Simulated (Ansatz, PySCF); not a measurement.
Pair of molecules: C2H4 (SMILES C=C) (first 6 atoms) with CH5N (SMILES CN); geometry from B3LYP-D3(BJ)/def2-TZVP, rigid monomers moved along the line of their centres of mass till H5···N8 is 2.85 Å.
(charge 0, multiplicity 1):
```xyz
13

C     -0.643     0.261     0.068
C      0.542    -0.200     0.444
H     -0.913     0.367    -0.976
H     -1.395     0.551     0.792
H      0.812    -0.306     1.489
H      1.287    -0.488    -0.290
C     -0.610     0.325     4.326
N      0.743    -0.230     4.341
H     -1.275    -0.369     3.808
H     -0.608     1.256     3.758
H     -1.039     0.531     5.315
H      0.768    -1.106     4.849
H      1.387     0.400     4.804
```

Interaction energies are E(AB) − E(A) − E(B) at the monomers' geometry in the complex; basis-set methods are counterpoise corrected.

Correlated levels freeze the cores.

Programs: Ansatz (a quantum-chemistry and plane-wave program) with Gaussian orbitals; PySCF for the dispersion terms. Values without a source in brackets are computed.

PBE/def2-TZVPPD gives -4.9 kJ/mol for the interaction energy.

Where do these levels fall relative to PBE: PBE-D3(BJ)/def2-TZVPPD, r2SCAN/def2-TZVPPD, PBE0/def2-TZVPPD, wB97M-V/def2-TZVPPD, MP2/aug-cc-pVDZ, CCSD(T)/aug-cc-pVDZ.

PBE-D3(BJ)/def2-TZVPPD -3.4; r2SCAN/def2-TZVPPD 0.0; PBE0/def2-TZVPPD 0.3; wB97M-V/def2-TZVPPD -1.9; MP2/aug-cc-pVDZ -1.6; CCSD(T)/aug-cc-pVDZ -1.6 kJ/mol. 2 of 6 lie above PBE; the widest gap is to PBE-D3(BJ)/def2-TZVPPD.
